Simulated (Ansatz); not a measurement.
Ba2O2, relaxed as a singlet with RKS PBE0-D4/def2-TZVP in Ansatz, starting from the GFN2-xTB geometry. Force threshold 0.02 eV/Å.

In the def2 sets Ba takes a core potential; there is no spin–orbit coupling. The structure comes from a short search, and lower isomers may exist.

Start:

```xyz
4

Ba   -0.062   -0.002    1.766
Ba    0.063    0.002   -1.767
O     1.460    0.620    0.051
O    -1.460   -0.619   -0.050
```

Problem. Estimate the energy that the relaxation releases and the steps that it takes.

Solution. 0.41 eV, in 5 steps; 8 s on 4 threads of Arm Neoverse V1 on a shared host. No frequencies were taken in this run, so the end may be a saddle point.

Problem. Does the start keep its bonding and symmetry?

Solution. By distances, no bond broke or formed. The bond that changes most is Ba2–O4, from 2.38 to 2.24 Å (atoms count from 1). Point group D2h at the start, D2h at the end, both within 0.05 Å.

Problem. Predict the relaxed structure.

Solution. 
Cartesian coordinates in Å:
```
Ba -0.0606 -0.0014 1.7290
Ba 0.0605 0.0018 -1.7290
O 1.3065 0.5540 0.0462
O -1.3063 -0.5544 -0.0462
```
Bond lengths (bridged metal pairs left out): 4 × Ba–O 2.24 Å.
